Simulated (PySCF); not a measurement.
A run for PySCF: R-B3LYP/6-31G* on C2H4S (a complex), monomers drawn apart or pushed together.

```python
from pyscf import gto, scf, dft, mp
from pyscf.data.elements import chemcore

mol = gto.M(
    atom='''
    C     0.51859422    0.27175526   -0.15663105
    C    -0.59238015   -0.14862288   -0.00710462
    H     1.50477007    0.64605088   -0.28864041
    H    -1.57910562   -0.52088284    0.12655946
    S     0.18641533    0.93696054    4.15114962
    H     0.67661065   -0.29728532    4.34786812
    H     0.08734652    0.75026790    2.82357008
    ''',
    basis='6-31g*',
    cart=True,
    charge=0, spin=0, verbose=3, max_memory=1800)
mf = dft.RKS(mol, xc='b3lyp')
mf.conv_tol = 1e-8
mf.max_cycle = 100
mf.kernel()
if not mf.converged:
    mf = mf.newton().run(mf.mo_coeff, mf.mo_occ)
```

It printed:

```
converged SCF energy = -476.713021139201
```

The calculation finished and met its thresholds.

Cost: roughly 3 core-seconds.
